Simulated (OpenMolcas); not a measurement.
Potential curves of AsH⁺: spin–orbit levels

Calculated with OpenMolcas 26.06: state-averaged CASSCF(3,4) over As 4p, H 1s, XMS-CASPT2 (IPEA 0.25, imaginary shift 0.2 hartree), scalar X2C, ANO-RCC-VTZP, then RASSI spin–orbit state interaction with atomic mean-field integrals. C2 symmetry about the axis (a holds Σ, Δ, Γ; b holds Π, Φ, H; Σ⁺ and Σ⁻ are not told apart); roots by multiplicity and irrep: 2b 2, 4a 1, 2a 4.

XMS-CASPT2 energies with spin–orbit state interaction in eV from the lowest point. Curves are followed by energy order within each symmetry, so they are adiabatic and may change character at avoided crossings.

```csv
R (Å),(1)Ω=1/2,(1)Ω=3/2,(2)Ω=1/2,(2)Ω=3/2,(3)Ω=1/2
1.468,0.034,0.209,2.004,2.014,3.595
1.537,0.000,0.175,1.909,1.919,3.368
1.614,0.044,0.219,1.874,1.884,3.196
1.691,0.160,0.335,1.898,1.909,3.077
1.798,0.379,0.553,1.998,2.009,2.968
1.937,0.758,0.932,2.146,2.158,2.890
2.152,1.343,1.513,2.360,2.373,2.851
2.459,2.029,2.190,2.619,2.637,2.880
2.920,2.630,2.761,2.886,2.923,2.977
3.535,2.865,2.982,3.043,3.095,3.082
```

The 5 lowest clean curves are shown; the next is (1)Ω=5/2, from 3.42 eV. Only roots inside an energy window near the equilibrium distance were included, so the list of states is not complete; labels number the states computed. Each spin and symmetry block has orbitals of its own, averaged over its own roots, so gaps between blocks are less sure than gaps within one and near the minimum can be off by tenths of an eV, in bad cases by more. No Rydberg orbitals are active, so Rydberg states, and σ→σ* states whose orbital the CASSCF left unused, can be missing between those listed. CASPT2 splits the two components of degenerate states numerically, here by up to 7 cm⁻¹. At stretched bonds a block can hold a wrong CASSCF solution and miss its lowest state; points past a visible jump are left out. No roots were computed in block 4b (none fell in the window or the block failed), so states of that kind are missing and can lie low or lowest. Points that failed a check (symmetry, reference weights, a jump) are left out.
